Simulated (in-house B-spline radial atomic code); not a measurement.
## Ionising the copper ion Cu⁴⁺ with different functionals

Computed with a radial B-spline atomic code at the basis-set limit: scalar-relativistic (spin-free X2C) Hamiltonian, Fermi nucleus of rms radius 3.8823 fm, spin-polarised at highest spin, spherical fractional occupations for the functionals, the average over the highest-spin determinants for Hartree-Fock. The ionisation energy is the difference of two self-consistent energies, [Ar] 3d7 → [Ar] 3d6, without Breit or QED terms; ε is the level of the shell that loses the electron (its least bound occupied spin orbital).

Hybrids are left out here: with spherical fractional occupations of an open shell their exact exchange keeps a self-interaction that integer-occupation calculations don't have.

| method | rung | ΔSCF (eV) | -ε(3d) (eV) |
| --- | --- | --- | --- |
| Hartree-Fock | Hartree-Fock | 77.43 | 80.44 |
| LDA VWN5 | LDA | 80.66 | 69.18 |
| LDA PW92 | LDA | 80.66 | 69.17 |
| LDA exchange-only | LDA | 78.39 | 67.01 |
| PBE | GGA | 80.22 | 68.75 |
| PBEsol | GGA | 80.19 | 68.72 |
| BLYP | GGA | 80.20 | 68.73 |
| RPBE | GGA | 80.10 | 68.63 |
| PW91 | GGA | 80.39 | 68.91 |
| BP86 | GGA | 80.35 | 68.86 |
| AM05 | GGA | 80.22 | 68.75 |
| OLYP | GGA | 80.31 | 68.84 |
| TPSS | meta-GGA | 79.97 | 68.52 |
| SCAN | meta-GGA | 79.42 | 68.18 |
| r2SCAN | meta-GGA | 79.52 | 68.26 |
| revTPSS | meta-GGA | 79.73 | 68.32 |

**Question.** How do they compare with the NIST value?

**Answer.** NIST lists 79.8 eV ± 0.7 (semi-empirical, ground level to ground level). Errors run from -2.37 to +0.86 eV; revTPSS is closest (-0.07 eV), though others lie within the uncertainty of it, and part of that can be cancellation, since the calculations leave out spin-orbit coupling, Breit-QED terms, multiplet and fine-structure energies. Hartree-Fock also lacks correlation.
